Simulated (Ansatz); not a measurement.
Geometry optimisation, RKS B3LYP-D4/def2-SVP in Ansatz.

Input file:

```yaml
crystal:
  periodic: [false, false, false]
  atoms:
    - { symbol: Ge, position_ang: [-0.4173, 0.5239, -0.3516] }
    - { symbol: H, position_ang: [-0.6927, -1.4227, -0.0171] }
    - { symbol: Cl, position_ang: [-1.4682, 0.3656, -2.2439] }
    - { symbol: Cl, position_ang: [-1.6723, 1.2758, 1.1976] }
    - { symbol: Cl, position_ang: [1.0513, 2.0203, -0.7934] }
    - { symbol: H, position_ang: [0.1696, -1.536, 0.4377] }
    - { symbol: O, position_ang: [1.0847, -0.6697, 0.6718] }
    - { symbol: H, position_ang: [1.9449, -0.5572, 1.0989] }
basis:
  gaussian: { orbitals: def2-SVP }
hamiltonian:
  xc: b3lyp
  dispersion: d4
relax:
  f_tol: 0.15
  max_steps: 25
  restrain:
    - { distance: [0, 6], at: 1.86, k: 30.0 }
    - { distance: [5, 1], at: 0.62, k: 30.0 }
    - { distance: [0, 1], at: 2.81, k: 30.0 }
    - { distance: [5, 6], at: 2.27, k: 30.0 }
output:
  orbitals: {}
```

Run as:

```bash
$ ansatz run input.yaml --threads 2 --pin off --max-ram 3072MiB --backend cpu --events-out ev --progress --plain --runs-dir out
```

Q: Where does it end, and by what steps?

A: The run converged. The restraints hold the end off the free minimum. After 9 steps the energy has fallen by 2.104 eV (the restraints' own energy left out); H6 moved furthest, 0.85 Å. Joined: H2–H6 (0.98 → 0.70 Å).

```tsv
step	energy less start (eV)	largest force component (eV/Å)	accepted
0	0.0000	1.687	yes
1	0.1936	2.538	yes
2	0.2739	4.325	yes
3	-0.6571	3.222	yes
4	-1.3276	2.378	yes
5	-1.6394	1.884	yes
6	-1.8732	1.717	yes
7	-2.0503	1.721	yes
8	-2.0980	2.335	yes
9	-2.1035	2.442	yes
```

```xyz
8
Properties=species:S:1:pos:R:3
Ge -0.027 0.712 -0.217
H -1.199 -1.810 0.230
Cl -0.821 -0.022 -2.064
Cl -1.616 1.155 1.150
Cl 1.056 2.534 -0.617
H -0.548 -1.999 0.407
O 1.138 -0.481 0.505
H 2.017 -0.089 0.606
```

The run took 46 s on 2 threads of Arm Neoverse V1 (shared host), peak memory 0.32 GiB.
